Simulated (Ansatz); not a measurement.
`C#CCC[SiH3]` + H–F → `FCC[SiH3]` + `C#C`  (substitution at a C–C bond)

Computed with Ansatz on PBE0-D4/def2-TZVP structures; ΔE is electronic, products minus reactants. CBS: MP2 limit from def2 TZ/QZ plus the TZ coupled-cluster correction, frozen cores. This one scheme is used for every species. Functionals use def2-TZVPP. B3LYP here is the variant with VWN-RPA as its local correlation; programs differ in this. Each species was taken in one conformer, which may not be the lowest.

| level | ΔE (kJ/mol) | difference from CCSD(T)/CBS |
| --- | --- | --- |
| r2SCAN-D4 | 54.5 | -8.2 |
| PBE0-D4 | 63.3 | 0.6 |
| ωB97X-V | 50.4 | -12.3 |
| ωB97M-V | 52.4 | -10.3 |
| B2PLYP | 53.5 | -9.2 |
| PBE | 55.9 | -6.8 |
| r2SCAN | 53.1 | -9.6 |
| PBE0 | 59.6 | -3.1 |
| B3LYP | 46.7 | -16.0 |
| MP2/def2-TZVPP | 72.0 | 9.3 |
| SCS-MP2/def2-TZVPP | 61.5 | -1.2 |
| CCSD(T)/def2-TZVPP | 58.8 | -3.9 |
| HF/def2-QZVPP | 40.5 | -22.2 |
| MP2/def2-QZVPP | 74.3 | 11.6 |
| HF/CBS(def2) | 40.5 | -22.2 |
| MP2/CBS(def2) | 75.8 | 13.1 |
| CCSD(T)/CBS | 62.7 | 0 |

Largest T1 diagnostic among the species: 0.013.

The D4 term adds +6.4 kJ/mol with B3LYP and +3.7 kJ/mol with PBE0; it sums over pairs of atoms, weighted by their polarisabilities, and B3LYP, whose exchange is more repulsive, gets the larger term. From PBE to PBE0 (25 % exact exchange), in def2-TZVPP and without D4, ΔE moves by +3.7 kJ/mol.
